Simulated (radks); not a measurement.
Mo3+, configuration [Kr] 4d2 5s1 (not the ground configuration). All-electron calculation, scalar-relativistic Kohn-Sham, LDA (Slater exchange, Perdew-Wang correlation), spin-polarised, spherical densities, finite nucleus; open shells are filled with parallel spins first (spin-orbit coupling, left out, can overturn this in heavy ions); Fermi nuclear charge, rms radius 4.4091 fm. Program: a radial shooting solver on a logarithmic mesh with Libxc functionals. Some entries of the table are withheld. Estimate them.

orbital  occ.  eigenvalue (hartree)  r(max) (bohr)  <r> (bohr)
1s up       1             -728.8207        0.02290     0.03521
1s down     1             -728.8191        0.02290     0.03521
2s up       1             -104.1767         0.1298      0.1539
2s down     1             -104.1653         0.1298      0.1539
2p up       3             -93.35095         0.1036      0.1340
2p down     3             -93.34188         0.1036      0.1340
3s up       1             -18.86595         0.3840      0.4297
3s down     1             -18.85682         0.3841      0.4296
3p up       3             -15.31935         0.3773      0.4311
3p down     3             -15.30949         0.3773      0.4310
3d up       5              -9.53204         0.3218      0.4153
3d down     5              -9.51934         0.3218      0.4151
4s up       1              -3.72724         0.9826       1.090
4s down     1              -3.66973         0.9804       1.087
4p up       3              -2.75586          1.059       1.201
4p down     3              -2.69353          1.056       1.195
4d up       2              -1.37023          1.290         (1)
4d down     0              -1.29815          1.282         (2)
5s up       1              -1.08601          2.406       2.601
5s down     0              -1.01461          2.421       2.647

Answer. 
(1) 4d up <r> (bohr): 1.563
(2) 4d down <r> (bohr): 1.555
